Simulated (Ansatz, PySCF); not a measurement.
dimethyl selenide (C2H6Se), SMILES C[Se]C. Atoms are numbered in the order given.

```xyz
9

C      1.4525     0.0000     0.8245
Se     0.0000     0.0000    -0.4618
C     -1.4525     0.0000     0.8245
H      1.4168     0.9006     1.4536
H      2.3912     0.0000     0.2540
H      1.4168    -0.9006     1.4536
H     -1.4168     0.9006     1.4536
H     -2.3912     0.0000     0.2540
H     -1.4168    -0.9006     1.4536
```

Geometry optimised at PBE0-D3(BJ)/def2-SVP.

Two levels are set side by side: PBE-D3(BJ)/def2-SVP (Ansatz, a program for electronic structure) and PBE0-D3(BJ)/def2-SVP (Ansatz). Each level has its own optimised geometry; the coordinates shown are those of the second. Frequencies come from the Hessian of PySCF at each geometry. Differences are taken from unrounded values.

```csv
quantity,PBE0-D3(BJ),PBE-D3(BJ),PBE-D3(BJ) minus PBE0-D3(BJ)
mean bond length (Å),1.309,1.320,0.011
bond C1–Se2 (Å),1.940,1.960,0.020
bond Se2–C3 (Å),1.940,1.960,0.020
bond C1–H4 (Å),1.099,1.107,0.008
bond C1–H5 (Å),1.099,1.107,0.008
bond C1–H6 (Å),1.099,1.107,0.008
bond C3–H7 (Å),1.099,1.107,0.008
bond C3–H8 (Å),1.099,1.107,0.008
bond C3–H9 (Å),1.099,1.107,0.008
highest harmonic wavenumber (cm⁻¹),3191,3100,-90
mean harmonic wavenumber (cm⁻¹),1555,1504,-51
zero-point energy (kcal/mol),46.69,45.16,-1.53
```

GGA bonds tend to be longer and softer than those of functionals with exact exchange. Differences between two approximate levels are no errors against the true value.
